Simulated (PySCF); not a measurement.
A made-up structure of Si2H3OF, singlet:

F1  (-0.859, -1.619, 1.041)
Si2  (-0.511, -0.688, -0.199)
O3  (1.108, -0.492, -0.225)
Si4  (0.240, 0.867, 0.192)
H5  (-0.933, -1.045, -1.542)
H6  (0.526, 1.149, 1.635)
H7  (0.429, 1.829, -0.903)
(Å)

It is relaxed with PBE-D4/def2-SVP and then PBE0-D4/def2-TZVP (PySCF 2.14 with density fitting (its default auxiliary sets; JK sets also for MP2 and CCSD(T))). Atoms count as bonded within 1.22 times the sum of their covalent radii (H–H: 0.88 Å). The end point is not checked to be a true minimum.

Question: Does its bonding change? (A judgement: the text doesn't fix the answer.)

Answer: The calculation gives: No: no bond forms or breaks.

Where it ends: The first stage lowers the energy by 3.36 eV in 12 steps. It ends as Si₂H₃OF ([F][SiH]1[O][SiH2]1):
F1  (-0.997, -1.922, 0.753)
Si2  (-0.550, -0.818, -0.301)
O3  (1.065, -0.416, -0.229)
Si4  (0.385, 1.076, 0.260)
H5  (-1.020, -1.297, -1.617)
H6  (0.712, 1.452, 1.657)
H7  (0.682, 2.201, -0.661)
(Å)

Labels in which every atom is bracketed show which atoms are joined, not bond orders.

For scale, one of the runs: PBE0-D4/def2-TZVP relaxation, 154 basis functions, launched by `OMP_NUM_THREADS=2 python run.py`. Hardware: 2 CPU threads of an AMD EPYC 7B13, shared host. Wall time 65 s; peak host memory 1.4 GiB.
